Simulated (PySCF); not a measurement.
C2H4I, SMILES C[CH]I, doublet (PBE0/def2-SVP optimised geometry):

```
7

C     -1.064    -0.210     0.000
C      0.415    -0.210     0.000
I      1.485     1.021    -1.275
H     -1.485    -0.727    -0.885
H     -1.438    -0.735     0.894
H     -1.478     0.811     0.000
H      1.007    -1.021     0.431
```

Level of theory: PySCF with unrestricted PBE0/def2-TZVP, def2 effective core potentials past Kr.

Question: What are the frontier orbital energies (α orbitals alone; a β orbital can be the lowest empty one) and the dipole moment?

Answer: HOMO-2 -8.48 eV, HOMO-1 -7.49 eV, HOMO -5.87 eV, LUMO -0.59 eV, LUMO+1 1.50 eV; dipole moment 1.43 D.

On the same geometry unrestricted PBE/def2-TZVP, def2 effective core potentials past Kr run with PySCF gives HOMO-2 -7.16 eV, HOMO-1 -6.36 eV, HOMO -4.56 eV, LUMO -1.50 eV, LUMO+1 0.72 eV; dipole moment 1.29 D.
